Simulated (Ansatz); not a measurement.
Computed against measured: atomisation enthalpy at 298 K

8 molecules holding an element from Na to Cl; the atomisation enthalpy at 298 K in kJ/mol, computed less measured. Shapes, held fixed at every level: PBE0-D4/def2-TZVP. Thermal terms are harmonic and unscaled (PBE0-D4/def2-TZVP); the spin-orbit lowering of the free atoms is taken from their spectra. Programs: Ansatz 0.2.0. Measured values: Active Thermochemical Tables, CRC Handbook of Chemistry and Physics, NIST-JANAF tables.

Levels: A = BHLYP-D4/def2-TZVPP; B = PBE0-D4/def2-TZVPP; C = CCSD(T)/def2-TZVPP.

```csv
molecule,from tabulated heats,A,B,C
BCl3 (boron trichloride),1337,-60,+34,-47
BClF2 (chlorodifluoroborane),1736,-84,+6,-47
PF3 (phosphorus trifluoride),1513,-124,-40,-80
CH3Cl (chloromethane),1575,-45,+2,-41
SClO2F (sulfuryl chloride fluoride),1533,-219,-7,-113
SiH4 (SMILES [SiH4]),1288,+9,-25,-14
PF5 (pentafluorophosphorane),2308,-199,-61,-108
"C2H3Cl3 (1,1,1-trichloroethane)",2596,-128,+30,-91
```

Task: Which level does best on this set, which worst, and which err to one side?

Result: 
| level | kind | mean error | mean absolute error | worst case |
| --- | --- | --- | --- | --- |
| BHLYP-D4/def2-TZVPP | global hybrid | -106.2 | 108.5 | SClO2F |
| PBE0-D4/def2-TZVPP | global hybrid | -7.6 | 25.6 | PF5 |
| CCSD(T)/def2-TZVPP | coupled cluster or CI | -67.6 | 67.6 | SClO2F |

On this set PBE0-D4/def2-TZVPP has the smallest mean absolute error and BHLYP-D4/def2-TZVPP the largest. BHLYP-D4/def2-TZVPP is too low in 7 of 8; CCSD(T)/def2-TZVPP is too low in 8 of 8. The heats of PF5 (pentafluorophosphorane), C2H3Cl3 (1,1,1-trichloroethane) come from older tables and can be uncertain by 10 kJ/mol or more. Heats of the atoms come from ATcT where it has them, that of boron, 570 kJ/mol, from recent work. The tabulated values of BClF2, SClO2F are in doubt (older tables, estimates, or at odds with other calculations) and kept here. Over the 6 molecules whose values aren't doubted the mean absolute errors are A 94.2; B 32.0; C 63.5. Correlated wave functions converge slowly with the basis. The set is small.
